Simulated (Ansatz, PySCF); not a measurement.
C₂H₆N₂Si, SMILES C#C[SiH](N)N.

Geometry: PBE-D3(BJ)/def2-SVP. The structure was generated by enumeration, and PubChem lists no compound with its InChIKey, so it may never have been made. One conformer was computed; it need not be the lowest.

Vertical ionisation energy (IE) and electron affinity (EA) in eV. Rows of orbital energies are one-electron estimates. Where ΔSCF, EOM or ADC give a negative EA the extra electron is unbound and the value depends on the basis.

```json
[
 {"level": "−ε(HOMO), −ε(LUMO), ωB97X/def2-TZVP (PySCF)", "IE": "9.93", "EA": "-2.11"},
 {"level": "−ε(HOMO), −ε(LUMO), PBE/def2-TZVP (PySCF)", "IE": "6.06", "EA": "0.93"},
 {"level": "ΔSCF, CAM-B3LYP/def2-TZVPD (Ansatz), final states of multiplicity 2 and 2", "IE": "9.75", "EA": "-1.13"},
 {"level": "ΔSCF, PBE/def2-TZVPD (Ansatz), final states of multiplicity 2 and 2", "IE": "…", "EA": "…"}
]
```

Question: Complete the blanks. (The exact figures need the calculation; the answer reports its results.)

Answer: 
- ΔSCF, PBE/def2-TZVPD (Ansatz, a quantum-chemistry and plane-wave program), final states of multiplicity 2 and 2, IE: 8.96
- ΔSCF, PBE/def2-TZVPD (Ansatz), final states of multiplicity 2 and 2, EA: -0.80

Question: What vertical singlet–triplet gap does ΔSCF give with CAM-B3LYP/def2-TZVPD (Ansatz) and with PBE/def2-TZVPD (Ansatz)? (Estimate from the structure and the level; the computed values follow.)

Answer: 4.96 and 4.81 eV (triplet above singlet where positive).
